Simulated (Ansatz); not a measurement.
Ansatz (a quantum-chemistry and plane-wave program) input (B3LYP-D3(BJ)/def2-TZVP):

Ansatz 0.2 input:
```yaml
crystal:
  periodic: [false, false, false]
  atoms:
    - {symbol: Si, position_ang: [0.10949739, -0.04481435, 0.51004067]}
    - {symbol: C, position_ang: [1.67660481, -0.34522932, -0.52759723]}
    - {symbol: C, position_ang: [-1.21614903, -1.32933531, 0.04553078]}
    - {symbol: C, position_ang: [-0.55335917, 1.70624598, 0.16728601]}
    - {symbol: H, position_ang: [0.43670896, -0.17359636, 1.94278751]}
    - {symbol: H, position_ang: [2.45237761, 0.37579860, -0.28773456]}
    - {symbol: H, position_ang: [2.08411054, -1.33559569, -0.34895151]}
    - {symbol: H, position_ang: [1.47169940, -0.26363469, -1.59158701]}
    - {symbol: H, position_ang: [-0.87205459, -2.34023084, 0.24268992]}
    - {symbol: H, position_ang: [-1.47531117, -1.27255371, -1.00813553]}
    - {symbol: H, position_ang: [-2.12853599, -1.17833233, 0.61464661]}
    - {symbol: H, position_ang: [-0.80326780, 1.84021648, -0.88163298]}
    - {symbol: H, position_ang: [-1.45014242, 1.90892727, 0.74493921]}
    - {symbol: H, position_ang: [0.18039683, 2.46360564, 0.42697573]}
basis:
  gaussian:
    orbitals: def2-TZVP
hamiltonian:
  xc: b3lyp
  dispersion: d3bj
relax: {f_tol: 0.002, max_steps: 150}
```

End of the output:

```
Atom 0 at     0.102637    -0.041731     0.481170 Å, force     0.000141    -0.000063     0.000434 eV/Å
Atom 1 at     1.662432    -0.342669    -0.520700 Å, force     0.000231    -0.000082     0.000701 eV/Å
Atom 2 at    -1.205332    -1.317340     0.046086 Å, force     0.000070    -0.000050     0.000638 eV/Å
Atom 3 at    -0.548909     1.691031     0.164499 Å, force     0.000091    -0.000046     0.000544 eV/Å
Atom 4 at     0.432270    -0.170566     1.927483 Å, force    -0.000191     0.000083    -0.000734 eV/Å
Atom 5 at     2.440119     0.381677    -0.269155 Å, force    -0.000161    -0.000174    -0.000116 eV/Å
Atom 6 at     2.064407    -1.341296    -0.336558 Å, force    -0.000106     0.000205    -0.000119 eV/Å
Atom 7 at     1.459850    -0.256621    -1.591192 Å, force    -0.000068     0.000072    -0.000274 eV/Å
Atom 8 at    -0.848894    -2.331348     0.239685 Å, force    -0.000038     0.000142    -0.000149 eV/Å
Atom 9 at    -1.473783    -1.254149    -1.011432 Å, force    -0.000119     0.000127    -0.000199 eV/Å
Atom 10 at    -2.115293    -1.166170     0.630780 Å, force     0.000195    -0.000087    -0.000180 eV/Å
Atom 11 at    -0.802674     1.824556    -0.890100 Å, force    -0.000043    -0.000010    -0.000192 eV/Å
Atom 12 at    -1.448308     1.888900     0.751587 Å, force     0.000117    -0.000018    -0.000190 eV/Å
Atom 13 at     0.194055     2.447197     0.427104 Å, force    -0.000118    -0.000100    -0.000163 eV/Å
Dipole moment:    -0.025414     0.009933    -0.111555 e Å
```
